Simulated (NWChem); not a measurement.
## Atomisation of H₄Sn

SMILES: [SnH4]
```xyz
5

Sn     0.0000     0.0000     0.0000
H      1.3970     0.0000     0.9878
H     -1.3970     0.0000     0.9878
H      0.0000    -1.3970    -0.9878
H      0.0000     1.3970    -0.9878
```
Charge 0, spin multiplicity 1.

Everything below was run with NWChem. Structure: optimised with PBE0/def2-SVP with def2 effective core potentials on Sn, a minimum by its harmonic frequencies.

Basis set: def2-TZVP. The atomisation energy is electronic alone: no zero-point, thermal, spin-orbit or counterpoise terms. No value is extrapolated to the basis-set limit. Free atoms are single determinants with multiplicities Sn 3, H 2. Correlated methods freeze the same cores in atoms and molecule, 4 orbitals in all.

```csv
method,atomisation energy (kcal/mol)
HF,191.0
PBE,251.1
PBE0,252.2
B3LYP,258.2
MP2,235.2
CAM-B3LYP,261.9
LC-wPBE (omega 0.3 per bohr),253.6
CCSD(T),250.0
```

The values span 70.9 kcal/mol, from HF (lowest) to CAM-B3LYP (highest). 

Effective core potentials replace the inner electrons of Sn; spin-orbit coupling is left out. The correlated methods keep 4 core orbitals frozen. B3LYP has NWChem's definition, with VWN1-RPA local correlation. The structure started from a generated list of species. The stability of the SCF solutions was not checked. Open-shell Hartree-Fock references start from PBE0 orbitals. Coupled-cluster values serve here as a point of comparison, not as the truth.
